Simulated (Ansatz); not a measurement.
`O[SiH](O)/C=C/[SiH3]` + H–F → `F/C=C/[SiH3]` + `O[SiH2]O`  (substitution at a C–Si bond)

Isolated molecules relaxed with PBE0-D4/def2-TZVP in Ansatz; ΔE leaves out vibrations. CCSD(T)/CBS is the MP2 limit (def2-TZVPP, def2-QZVPP) plus CCSD(T) − MP2 in def2-TZVPP, frozen cores. This one scheme is used for every species. Double bonds are as drawn, so ΔE can hold a change between cis and trans. DFT in def2-TZVPP. B3LYP here is the variant with VWN-RPA as its local correlation; programs differ in this. One conformer a species, not always the lowest.

Task: Is it downhill or uphill in electronic energy at CCSD(T)/CBS, and by how much? (Estimate.)

Result: Computed: Uphill: ΔE = +0.76 eV.

Task: What do these levels give: r2SCAN-D4, B3LYP-D4, ωB97M-V, PBE, r2SCAN, B3LYP, MP2/def2-TZVPP, HF/def2-QZVPP, MP2/def2-QZVPP, SCS-MP2/def2-QZVPP, HF/CBS(def2), MP2/CBS(def2)? (Best estimate.)

Result: Ansatz gave: r2SCAN-D4 0.58, B3LYP-D4 0.61, ωB97M-V 0.62, PBE 0.51, r2SCAN 0.55, B3LYP 0.48, MP2/def2-TZVPP 0.79, HF/def2-QZVPP 0.47, MP2/def2-QZVPP 0.82, SCS-MP2/def2-QZVPP 0.73, HF/CBS(def2) 0.47, MP2/CBS(def2) 0.85 eV.

Largest T1 diagnostic among the species: 0.012.

The D4 term adds +0.13 eV with B3LYP and +0.08 eV with PBE0; it sums over pairs of atoms, weighted by their polarisabilities, and B3LYP, whose exchange is more repulsive, gets the larger term. In def2-TZVPP, CCSD(T) changes the Hartree–Fock value by +0.24 eV (the triples alone add +0.02 eV) and MP2 by +0.32 eV.
